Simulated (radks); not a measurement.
Numerical settings for the gadolinium ion Gd3+, [Xe] 4f7. Method: Dirac Kohn-Sham, LDA (Slater exchange, Perdew-Wang correlation), spin-unpolarised, spherical densities, finite nucleus; open shells fill j = l - 1/2 first; Fermi nuclear charge, rms radius 5.1569 fm; computed with a radial shooting solver on a logarithmic mesh with Libxc functionals. The defaults (mesh step 0.008 in ln r, mesh end at 40 bohr or more with all orbitals vanishing there, Anderson mixing 0.5 over 9 steps, residual threshold near 1e-9 with the energy settled to 1e-9 hartree or 1e-11 of itself, here a cap of 72 iterations) give E = -11270.3051 hartree and 4f7/2 at -33.478 eV in 15 iterations. Run on one thread of a shared host, so times are rough (Arm Neoverse V2): 0.13 s of CPU time, 0.13 s wall, 15 iterations on 2213 mesh points. Changes against that run (0 stands for a change within the tolerance of the run):

mesh step in ln r 0.02: iterations 15; converged yes; E (mhartree) +0.000523; e(4f7/2) (meV) 0; CPU (s) 0.06
mesh step in ln r 0.005: iterations 15; converged yes; E (mhartree) 0; e(4f7/2) (meV) 0; CPU (s) 0.21
mesh step in ln r 0.08: iterations 2; converged no; E (mhartree) diverged; CPU (s) 0.01
mesh end (bohr) 5: iterations 15; converged yes; E (mhartree) +1.01; e(4f7/2) (meV) +38.7; CPU (s) 0.12
mesh end (bohr) 3: iterations 14; converged yes; E (mhartree) +398; e(4f7/2) (meV) +4.51e+03; CPU (s) 0.11
residual threshold 0.01: iterations 10; converged yes; E (mhartree) 0; e(4f7/2) (meV) +4.27; CPU (s) 0.1
residual threshold 1e-16: iterations 72; converged no; E (mhartree) 0; e(4f7/2) (meV) 0; CPU (s) 0.31
mixing 0.2: iterations 17; converged yes; E (mhartree) 0; e(4f7/2) (meV) 0; CPU (s) 0.15
linear mixing, mixing 0.2: iterations 72; converged no; E (mhartree) 0; e(4f7/2) (meV) 0; CPU (s) 0.47
linear mixing, mixing 0.5: iterations 29; converged yes; E (mhartree) 0; e(4f7/2) (meV) 0; CPU (s) 0.2
mixing history 20: iterations 21; converged yes; E (mhartree) 0; e(4f7/2) (meV) 0; CPU (s) 0.17
iteration cap 8: iterations 8; converged no; E (mhartree) +0.000667; e(4f7/2) (meV) +14.5; CPU (s) 0.08

Settings that end as converged yet miss the energy by more than 1 mhartree: mesh end (bohr) 5 (+0.00101 hartree); mesh end (bohr) 3 (+0.398 hartree). A mesh that ends early acts as a hard wall.
